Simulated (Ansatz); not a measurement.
`C=C([SiH3])Br` + `C=C(O)C=N` → `N=CC(O)=C[SiH3]` + `C=CBr`  (formal exchange of groups at the Si–C bond)

Isolated molecules relaxed with PBE0-D4/def2-TZVP in Ansatz; ΔE leaves out vibrations. CCSD(T)/CBS is the MP2 limit (def2-TZVPP, def2-QZVPP) plus CCSD(T) − MP2 in def2-TZVPP, frozen cores. For Br outer-core shells are correlated without core-valence functions, which leaves a few kJ/mol of doubt a bond. Scalar relativity is left out up to krypton. Each species was taken in one conformer, which may not be the lowest.

```json
{"species": "`C=C([SiH3])Br`", "CCSD(T)/CBS(def2) energy (Eh)": "-2941.48064"}
{"species": "`C=C(O)C=N`", "CCSD(T)/CBS(def2) energy (Eh)": "-247.00473"}
{"species": "`N=CC(O)=C[SiH3]`", "CCSD(T)/CBS(def2) energy (Eh)": "-537.27584"}
{"species": "`C=CBr`", "CCSD(T)/CBS(def2) energy (Eh)": "-2651.19815"}
```

Q: Work out ΔE.

A: ΔE = (-537.27584) + (-2651.19815) − (-2941.48064) − (-247.00473) = 0.01138 Eh = +29.9 kJ/mol.

Largest T1 diagnostic among the species: 0.013.
